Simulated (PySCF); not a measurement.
# Vanadium: a sound run and one with changed settings

Sound run: V [Ar] 3d3 4s2, V⁺ [Ar] 3d4. Computed with PySCF 2.14 in jorge-DZP-DKH, with the spin-free X2C one-electron Hamiltonian (Gaussian nucleus). The sound run starts from symmetry-adapted Hartree-Fock orbitals and uses a fine grid where one is needed.

Changed run: radial step 1.2 in ln r (0.13 in the sound run). This setting is unsound on purpose.

| species | method | sound run (hartree) | changed run (hartree) | converged |
| --- | --- | --- | --- | --- |
| V | UHF | -948.10932 | -948.10932 | yes |
| V | M06-L | -949.08233 | -945.90974 | no |
| V | PBE0 | -948.94166 | -946.32745 | yes |
| V⁺ | UHF | -947.88001 | -947.88001 | yes |
| V⁺ | M06-L | -948.84419 | -945.61373 | yes |
| V⁺ | PBE0 | -948.70292 | -946.13152 | yes |

Ionisation energy of V:

```csv
method,sound run (eV),changed run (eV)
UHF,6.240,6.240
PBE0,6.497,5.331
```

A coarse radial grid mis-integrates the density and the exchange-correlation energy, with errors of either sign; Hartree-Fock needs no grid.

For comparison, NIST gives 6.746 eV between the lowest levels.
